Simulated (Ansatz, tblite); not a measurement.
Removing an electron: cis-PtH2(AsH3)2 (As2PtH8). Charge 0, multiplicity 1. Geometry: PBE0-D4/def2-SVP. Ansatz, gas phase; energy differences of separate SCF runs; the oxidised species was run as a doublet alone.

| atom | x (Å) | y (Å) | z (Å) |
| --- | --- | --- | --- |
| Pt1 | 0.150 | -1.053 | -0.369 |
| H2 | 1.244 | -1.943 | -1.096 |
| H3 | -0.610 | -2.444 | -0.423 |
| As4 | -1.786 | -0.092 | 0.755 |
| H5 | -1.910 | 1.357 | 1.196 |
| H6 | -2.216 | -0.707 | 2.069 |
| H7 | -3.130 | -0.177 | 0.066 |
| As8 | 1.675 | 0.844 | -0.502 |
| H9 | 2.195 | 1.249 | -1.863 |
| H10 | 3.021 | 0.717 | 0.177 |
| H11 | 1.366 | 2.248 | -0.010 |

In the def2 sets Pt takes a core potential; there is no spin–orbit coupling. The xTB rows come from tblite.

Q: Estimate orbital energies and vertical ionisation energies at: GFN1-xTB; GFN2-xTB; PBE-D4/def2-TZVP; r2SCAN-D4/def2-TZVP; PBE0-D4/def2-TZVP.

A: 
```csv
level,−HOMO (eV),vertical IE (eV),−LUMO (eV),HOMO–LUMO gap (eV)
GFN1-xTB,10.49,13.55,6.90,3.58
GFN2-xTB,9.47,12.61,6.10,3.37
PBE-D4/def2-TZVP,5.14,8.26,1.43,3.71
r2SCAN-D4/def2-TZVP,5.34,8.21,1.27,4.07
PBE0-D4/def2-TZVP,6.31,8.20,0.70,5.61
```

Relaxing the oxidised species (PBE0-D4/def2-SVP) changes its energy by -0.60 eV at PBE0-D4/def2-TZVP, so the adiabatic ionisation energy to this nearest minimum is 7.59 eV. At PBE-D4/def2-TZVP it is 7.76 eV. In the charge 1 doublet, H2 and H3 lie 0.85 Å apart (atoms count from 1), so H2 has formed as a molecule.  Raw xTB energy differences between charge states are shifted by several eV; the methods need an empirical correction for them.
